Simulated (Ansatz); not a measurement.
BFH5NOSi (`N[SiH2]OBF`). Total charge 0; spin multiplicity 1. All single points use the PBE0-D4/def2-TZVP geometry. It is one conformer, not always the lowest.

```xyz
10

N     1.997   -0.243    0.427
Si    0.401    0.322    0.546
O    -0.598   -0.323   -0.626
B    -1.893   -0.197   -0.936
F    -2.682    0.604   -0.217
H     2.251   -1.169    0.732
H     2.623    0.098   -0.283
H     0.416    1.789    0.352
H    -0.139   -0.092    1.860
H    -2.377   -0.789   -1.854
```

Question: What is the dipole moment at r2SCAN/def2-TZVPP? (Best estimate.)

Answer: Ansatz gave: 2.31 D, with components (2.15, -0.82, -0.24) D in this frame, pointing from negative to positive charge.

Question: And with PBE, B3LYP, ωB97M-V? (An estimate is asked.)

Answer: Computed: PBE 2.33 D, B3LYP 2.28 D, ωB97M-V 2.28 D.

Question: Give the Mulliken charges with r2SCAN, ωB97M-V, PBE in def2-TZVPP. (An estimate is asked.)

Answer: Computed: 
```csv
atom,r2SCAN,ωB97M-V,PBE
N1,-0.45,-0.36,-0.38
Si2,0.53,0.43,0.41
O3,-0.39,-0.36,-0.27
B4,0.46,0.36,0.33
F5,-0.27,-0.26,-0.22
H6,0.16,0.12,0.15
H7,0.16,0.12,0.15
H8,-0.08,-0.04,-0.07
H9,-0.08,-0.04,-0.07
H10,-0.04,0.02,-0.04
```

B3LYP here is the variant with VWN-RPA as its local correlation; programs differ in this.
